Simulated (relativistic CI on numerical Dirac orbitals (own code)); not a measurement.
**Spin-allowed bands of a d3 ion in an octahedral site, by hand**

Problem. Take Δ = 16700 cm⁻¹ and B = 660 cm⁻¹ for a d3 ion in an octahedral site. Calculate the three spin-allowed bands.

Working.
1. The terms of highest spin are 4F (energy 0) and 4P (15B = 9900 cm⁻¹). Here the F term splits into A2 at −1.2Δ = -20040, T2 at −0.2Δ = -3340 and T1 at +0.6Δ = 10020 cm⁻¹.
2. The two T1 states mix through the element 0.4Δ: H = [[10020, 6680], [6680, 9900]], with roots ½(H₁₁ + H₂₂) ∓ ½√[(H₂₂ − H₁₁)² + 4H₁₂²] = ½(19920) ∓ ½(13361) = 3280 and 16640 cm⁻¹.
3. The ground term is 4A2 at -20040 cm⁻¹.
4. Bands: 4T2 16700 cm⁻¹ (599 nm), 4T1(F) 23320 cm⁻¹ (429 nm), 4T1(P) 36680 cm⁻¹ (273 nm).

Check. Exact diagonalisation of the whole d3 shell with these parameters gives 4T2 16700, 4T1 23320, 4T1 36680 cm⁻¹. The match is exact, since without spin-orbit coupling no other term has this spin. The ratio of the second band to the first, 1.396, depends on Δ/B = 25.3 alone, which is how a Tanabe-Sugano diagram is read.
